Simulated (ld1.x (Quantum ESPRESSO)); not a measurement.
## Before and after: RRKJ potential for V

```
Element                 : V (Z = 23)
Generator               : ld1.x (Quantum ESPRESSO) 7.5
Type                    : norm-conserving RRKJ (Kleinman–Bylander form)
Functional              : Wu–Cohen
Relativity              : scalar-relativistic
Frozen core             : [Ar]
Valence charge          : 5
Reference configuration : 3d3 4s2 4p0
Partial waves           : 4s (bound): rc 2.85 bohr; 4p (bound, empty): rc 2.55 bohr; 3d (bound): rc 1.70 bohr
Local potential         : the d channel
Core correction         : a·sin(br)/r model core, default radius (core density twice the valence density)
rho0                    : 0.02
```

All-electron outer shells of the reference configuration (Wu–Cohen, scalar-relativistic, ld1.x):

```tsv
shell	level (eV)	outermost node (bohr)	outermost maximum (bohr)
3s	-70.06	0.38	0.82
3p	-43.97	0.35	0.84
3d	-5.19	–	0.90
4s	-4.73	1.17	2.76
4p	-1.41	1.30	3.63
```

Change: all radii but the core radius scaled by about 1.37 (s 3.92, p 3.50, d 2.34 bohr).

Cutoffs: the cutoffs (Ry, on a coarse ladder) from which the occupation-weighted sum of valence levels, in a spherical-Bessel basis at the reference potential, stays within 10 and 1 mRy of its value at 400 Ry; they do not see the model core or the augmentation charge, which bear on the density cutoff. Errors are all-electron minus pseudo energies relative to the spin-unpolarised reference configuration.

Q: Predict the effect on cutoff, ghosts and configuration errors.

A: The potential gets softer (70 Ry and 90 Ry → 45 Ry and 55 Ry); both files keep a bound ghost (p, s); the number of tests that count goes from 7 to 5; of the 5 tests that both files solve, the error grows in 4 and shrinks in 1 by more than 15 % and 0.3 meV (median size 30.7 → 65.0 meV). A larger radius leaves more room for a smooth pseudo-wave, so fewer plane waves are needed.

| quantity | base | changed |
| --- | --- | --- |
| cutoff, loose | 70 Ry | 45 Ry |
| cutoff, tight | 90 Ry | 55 Ry |
| loose cutoff by channel (10 mRy a level) | s 15 Ry, d 70 Ry | s 6 Ry, d 40 Ry |
| bound ghosts | s, p | s, p |
| tests counted (converged, no solver errors) | 7 of 7 | 5 of 7 |
| error for 3d3 4s1 4p0, meV [ΔE 7.76 eV] | -2.1 | -18 |
| error for 3d3 4s0 4p0, meV [ΔE 21.91 eV] | -31 | -236 |
| error for 3d2 4s0 4p0, meV [ΔE 50.79 eV] | -460 | -1240 |
| error for 3d4 4s1 4p0, meV [ΔE 0.58 eV] | -89 | +65 |
| error for 3d3 4s1.5 4p0, meV [ΔE 3.11 eV] | -0.4 | -2.4 |

Changed file: Tests not counted: 3d3 4s0 4p2 (solver errors, printed error -132 eV); 3d3 4s0 4p1 (solver errors, printed error -108 meV). A true bound ghost makes a file unfit for plane-wave use even where its test errors are small: the radial tests pick states by their node count and pass the ghost by. Where a test does run into it, the solver fails or the error is huge.
